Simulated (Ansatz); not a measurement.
disilylmethane (CH₈Si₂), singlet, geometry from GFN2-xTB. Base run: SVWN5/STO-3G (Ansatz, a first-principles code).

The Ansatz input:
Ansatz 0.2 input:
```yaml
crystal:
  periodic: [false, false, false]
  atoms:
    - {symbol: Si, position_ang: [1.46950070, 0.67524300, -0.00431472]}
    - {symbol: C, position_ang: [0.24995850, -0.77336248, -0.14074454]}
    - {symbol: Si, position_ang: [-1.58286457, -0.32449931, 0.06814671]}
    - {symbol: H, position_ang: [2.83970087, 0.18299439, -0.18517777]}
    - {symbol: H, position_ang: [1.18101404, 1.66895244, -1.04054280]}
    - {symbol: H, position_ang: [1.35867644, 1.29737643, 1.31671504]}
    - {symbol: H, position_ang: [0.51380546, -1.52489859, 0.60468436]}
    - {symbol: H, position_ang: [0.38453397, -1.25453083, -1.11051382]}
    - {symbol: H, position_ang: [-1.98252766, 0.63279647, -0.96544211]}
    - {symbol: H, position_ang: [-1.80486526, 0.26122046, 1.39181573]}
    - {symbol: H, position_ang: [-2.40299462, -1.53414758, -0.06071914]}
basis:
  gaussian:
    orbitals: STO-3G
hamiltonian:
  xc: {name: SVWN5}
```

Each row names what was changed in the base input (with any setting that the change needs).

```
change                 basis functions      E (Eh)
---------------------  ---------------  ----------
base                                31  -611.90223
basis = 6-31G*                      69  -619.09233
basis = 6-31+G*                     81  -619.09708
basis = def2-SVP                    90  -618.91624
basis = 6-31G**                     93  -619.10031
basis = cc-pV(D+d)Z                100  -619.12802
basis = 6-311G**                   120  -619.16814
basis = def2-SVPD                  132  -618.92327
basis = 6-311+G(2d,p)              145  -619.17387
basis = def2-TZVPD                 195  -619.17259
basis = pcseg-2                    210  -619.19081
basis = cc-pVTZ                    210  -619.17448
basis = aug-cc-pVTZ                330  -619.17597
```

Totals compare only among sets that treat the same electrons; sets with core potentials leave the core out.
